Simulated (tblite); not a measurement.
Species: C3H4ClO2Si (doublet state).
Atom-mapped SMILES: `[Cl:1][C:2]1=[C:3][O:4][SiH2:5][O:6][CH2:7]1` (hydrogens: H8, H9 on Si5; H10, H11 on C7)

The geometry is computed with GFN2-xTB (gas phase). This method treats the open shell by occupation alone, without spin polarisation.

(1) List the bond lengths, angles and torsions at this level.

Answers

(1) 
```csv
bond,length (Å),order
Cl1–C2,1.725,single
C2=C3,1.306,double
C3–O4,1.303,single
O4–Si5,1.666,single
Si5–O6,1.623,single
O6–C7,1.393,single
C2–C7,1.528,single
"Si5–H8, Si5–H9",1.451,single
"C7–H10, C7–H11",1.097,single
```

Bonds in one row agree within 0.01 Å and their mean is given. Orders are formal, as drawn. A selection of angles:
```csv
angle,degrees
Cl1–C2–C3,124.3
Cl1–C2–C7,114.0
C3–C2–C7,121.7
C2–C3–O4,130.0
C3–O4–Si5,120.7
O4–Si5–O6,104.4
O4–Si5–H8,104.7
O4–Si5–H9,107.9
O6–Si5–H8,112.2
O6–Si5–H9,106.3
H8–Si5–H9,120.2
Si5–O6–C7,128.0
O6–C7–H10,109.3
O6–C7–H11,107.9
C2–C7–O6,113.0
C2–C7–H10,109.0
H10–C7–H11,108.9
```

Dihedral angles: Cl1–C2–C3–O4 180° (antiperiplanar); C2–C3–O4–Si5 4° (synperiplanar); C3–O4–Si5–O6 2° (synperiplanar); O4–Si5–O6–C7 -15° (synperiplanar); Si5–O6–C7–C2 19° (synperiplanar); Cl1–C2–C7–O6 169° (antiperiplanar). The mirror-image conformer, all signs reversed, is as good.

Si5 (silicon bonded to 2 O and 2 H) is distorted tetrahedral (angles from 104.4° to 120.2°). O4 (oxygen bonded to C and Si) is bent (angle 120.7°). O6 (oxygen bonded to C and Si) is bent (angle 128.0°). The 2 C–C bonds span 1.306 Å (C2=C3, drawn double) to 1.528 Å (C2–C7, drawn single), a spread of 0.222 Å. The O–Si distances run from 1.623 Å (Si5–O6, drawn single) to 1.666 Å (O4–Si5, drawn single), a spread of 0.043 Å. The 6-membered ring C2–C3–O4–Si5–O6–C7 has internal angles of 104.4° to 130.0°; it is slightly puckered (a soft mode that the optimisation may not have finished), 0.06 Å rms from its mean plane, widest ring torsion 19°. C2 (carbon bonded to 2 C and Cl) is planar (angles 124.3°, 121.7° and 114.0°, sum 360.0°, 0.00 Å off the plane of its three neighbours).

Point group: near Cs, missed by 0.34 Å at most; the miss may be what the optimiser left on a soft mode. Its GFN2-xTB frequencies are all real (lowest 44 cm⁻¹).
